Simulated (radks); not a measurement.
Q: The mean radii <r> (bohr) of the occupied orbitals of an atom or ion are listed with their occupations. All-electron calculation, scalar-relativistic Kohn-Sham, SCAN, spin-unpolarised, spherical densities, finite nucleus; meta-GGA in the generalised Kohn-Sham scheme; Fermi nuclear charge, rms radius of each element as measured or else 0.836 A^(1/3) + 0.57 fm. Program: a radial shooting solver on a logarithmic mesh with Libxc functionals.

orbital  occ.      <r>
1s          2  0.01804
2s          2  0.07618
2p          6  0.06834
3s          2   0.1972
3p          6   0.1978
3d         10   0.1793
4s          2   0.4404
4p          6   0.4681
4d         10   0.4998
5s          2    1.029
5p          6    1.185
4f         14   0.5780
5d          3    1.609
5f          1    3.966

Name the element and its charge.

A: Z = 75, rhenium, charge +3: Re3+ in [Xe] 4f14 5d3 5f1. The 1s radius gives Z: for a bare nucleus <r> = (2 gamma + 1)/(2Z) with gamma = sqrt(1 - (Z/c)^2), 0.01783 bohr for Z = 75, and screening makes it slightly larger (0.01804 here). The occupations add up to 72, and the charge is Z minus that.
